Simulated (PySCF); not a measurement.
This script is equivalent to a calculation on Kr (krypton, neutral).

```python
from pyscf import gto, scf, dft, mp, cc
import basis_set_exchange as bse
mol = gto.M(atom="Kr 0 0 0", charge=0, spin=0, symmetry="D2h",
            basis=gto.basis.parse(bse.get_basis("x2c-QZVPPall", elements=["Kr"], fmt="nwchem")),
            nucmod="G")
mf = dft.UKS(mol, xc="LDA,VWN").sfx2c1e()
mf.irrep_nelec = {'Ag': (6, 6), 'B1g': (1, 1), 'B2g': (1, 1), 'B3g': (1, 1), 'B1u': (3, 3), 'B2u': (3, 3), 'B3u': (3, 3)}
mf.kernel()
```

Task: What total energy does it give?

Result: -2786.265 hartree (calculated).

Task: Which occupied shell lies highest, and where?

Result: 4p, at -9.381 eV.
